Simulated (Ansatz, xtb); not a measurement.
# Relative energy of two conformers of Cl3H3OSiSn

We compare I, `O[Si@H](Cl)[SnH]([Cl])[Cl]`, a singlet, with II, `O[Si@H](Cl)[SnH]([Cl])[Cl]`, a singlet. Both are isolated molecules in the gas phase, relaxed with PBE0-D4/def2-SVP.

I (Å):

```yaml
atoms:
  - { symbol: Cl, position_ang: [0.5146, 1.9110, 1.6020] }
  - { symbol: Cl, position_ang: [-3.0776, 0.3916, -0.4700] }
  - { symbol: Cl, position_ang: [-1.3087, -2.8847, -0.9539] }
  - { symbol: O, position_ang: [1.7662, -0.8905, 1.2613] }
  - { symbol: Si, position_ang: [0.7371, 0.1649, 0.5164] }
  - { symbol: Sn, position_ang: [-1.5103, -1.0588, 0.5198] }
  - { symbol: H, position_ang: [2.7087, -0.6922, 1.2789] }
  - { symbol: H, position_ang: [1.1838, 0.5469, -0.8501] }
  - { symbol: H, position_ang: [-2.2237, -1.6517, 1.9530] }
```

II (Å):

```tsv
atom	x (Å)	y (Å)	z (Å)
Cl	-0.3051	1.4101	-3.1007
Cl	2.9777	3.8121	-2.8607
Cl	2.8847	1.6970	0.2746
O	-0.3389	1.0604	-0.0114
Si	-0.4068	2.1942	-1.2004
Sn	1.7926	3.4944	-0.8597
H	0.5535	0.7606	0.2248
H	-1.6671	2.9579	-1.0610
H	2.0910	4.8878	0.0836
```

Q: Estimate which is lower in electronic energy at CCSD(T)/def2-SVP + ΔMP2/def2-TZVPP, and by roughly how much.

A: CCSD(T)/def2-SVP + ΔMP2/def2-TZVPP gives E(II) − E(I) = −3.55 kJ/mol, slightly favouring structure II, which is too small a margin to settle the true order.

Level by level:

```tsv
level	geometry	E(II) − E(I) (kJ/mol)	departure from the last row (kJ/mol)	job, with rough time for the two
PBE0-D4/def2-SVP	PBE0-D4/def2-SVP	−9.05	−5.50	optimisation, 2.4 min
HF/def2-SVP	PBE0-D4/def2-SVP	+5.24	+8.78	part of the CCSD(T) run
MP2/def2-SVP	PBE0-D4/def2-SVP	−5.07	−1.53	part of the CCSD(T) run
CCSD(T)/def2-SVP	PBE0-D4/def2-SVP	−4.97	−1.42	single point
CCSD(T)/def2-SVP + ΔMP2/def2-TZVPP	PBE0-D4/def2-SVP	−3.55		single point, 72 s
```

The largest departure from CCSD(T)/def2-SVP + ΔMP2/def2-TZVPP is that of HF/def2-SVP, 8.78 kJ/mol. Levels run at GFN2-xTB geometries aren't shown. The last row adds to CCSD(T) the change of the MP2 difference between the two basis sets, here +1.42 kJ/mol.

With thermal terms from frequencies at re-optimised GFN2-xTB minima (ideal gas, soft modes damped towards free rotors, one conformer each, 298.15 K, 1 atm): on the last row, ΔE + ΔZPE = −2.65, ΔH = −2.67, ΔG = −2.17 kJ/mol.

The correlated steps freeze 25 core orbitals; the filled d shell of Sn is correlated, in a basis made for valence electrons. Atoms past krypton carry core potentials in the def2 sets and no spin–orbit term is included. Codes used: Ansatz 0.2.0, xtb 6.7.1; the last row on 2 threads of Arm Neoverse V2 on a shared host.
